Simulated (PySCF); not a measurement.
Electron correlation in Ta²⁺ (tantalum, charge +2)

[Xe] 4f14 5d2 6p1, one real determinant (an excited configuration). All numbers are calculated (PySCF 2.14, scalar relativity through the core potential, in aug-cc-pVDZ-PP with ECP60MDF (5s5p4d2f, 54 functions)). Frozen: 5s2 5p6; 3 electrons correlated.

```json
{"level": "CCSD", "correlation energy (mhartree)": "-15.92"}
{"level": "(T)", "correlation energy (mhartree)": "-0.96"}
{"level": "CCSD(T)", "correlation energy (mhartree)": "-16.88"}
```

Diagnostics: T1 = 0.035, D1 = 0.0838, largest double amplitude 0.302.

Problem. Is a single reference adequate?

Solution. Not fully. The real determinant used has ⟨L²⟩ near 14 against 20 for a pure G term, so it mixes terms. Spin-orbit coupling, absent here, splits the open shell strongly. T1 exceeds 0.03, a sign that the reference determinant is poor. A double-excitation amplitude exceeds 0.15, a sign of near-degeneracy.

The reference is one real determinant that mixes LS terms of this configuration.
